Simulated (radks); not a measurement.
Problem. Sr27+, 11 electrons, occupied as [He] 2s2 2p5 3s1 3d1 (not the ground configuration). All-electron calculation, scalar-relativistic Kohn-Sham, PBE, spin-polarised, spherical densities, point nucleus; open shells are filled with parallel spins first (spin-orbit coupling, left out, can overturn this in heavy ions). Program: a radial shooting solver on a logarithmic mesh with Libxc functionals. Some entries of the table are withheld. Estimate them.

orbital,occ.,eigenvalue (eV),<r> (bohr),<r^2> (bohr^2)
1s up,1,-17423.40,0.03912,0.002061
1s down,1,-17415.12,0.03910,0.002060
2s up,1,-3509.870,0.1681,0.03318
2s down,1,-3493.506,0.1681,0.03318
2p up,3,-3294.887,0.1457,(1)
2p down,2,-3277.511,0.1457,(2)
3s up,1,-1386.364,(3),0.1901
3s down,0,-1366.289,(4),0.1903
3d up,1,-1229.118,0.3492,0.1404
3d down,0,-1210.427,0.3487,0.1401

Solution. 
(1) 2p up <r^2> (bohr^2): 0.02577
(2) 2p down <r^2> (bohr^2): 0.02578
(3) 3s up <r> (bohr): 0.4091
(4) 3s down <r> (bohr): 0.4092
